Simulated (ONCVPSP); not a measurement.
Plane-wave convergence, ONCV potential for Al (Z = 13)

```
Element                 : aluminium
Generator               : ONCVPSP 4.0.1
Type                    : optimised norm-conserving Vanderbilt (ONCV)
Functional              : LDA (Perdew-Zunger)
Relativity              : scalar-relativistic
Frozen core             : [Ne]
Valence charge          : 3
Reference configuration : 3s1.75 3p1.25
Partial waves           : 3s: rc 1.65 bohr, ncon 4, nbas 8, qcut 4.4 1/bohr, 1 projector; 3p: rc 2.45 bohr, ncon 4, nbas 8, qcut 3.3 1/bohr, 2 projectors, debl 3.8 Ha
Local potential         : polynomial inside 1.45 bohr (lpopt 5, dvloc0 3 Ha)
Core correction         : none
```

Task: For each optimised wave give the share of its norm inside rc, the residual kinetic energy above qcut (Ha) and the cutoffs (Ha) for errors of 10, 1, 0.1 and 0.01 mHa per electron.

Result:

| wave | norm inside rc | residual KE | 10 mHa | 1 mHa | 0.1 mHa | 0.01 mHa |
| --- | --- | --- | --- | --- | --- | --- |
| 3s | 0.184 | 1.0e-04 | 3.6 | 5.9 | 10.1 | 60.7 |
| 3p | 0.293 | 2.5e-05 | 1.3 | 2.1 | 3.0 | 10.8 |
| p projector 2 | 0.196 | 3.0e-02 | 7.2 | 14.6 | 41.6 | 47.9 |

The occupied waves need 5.9 Ha and 10 Ha for 1 and 0.1 mHa.
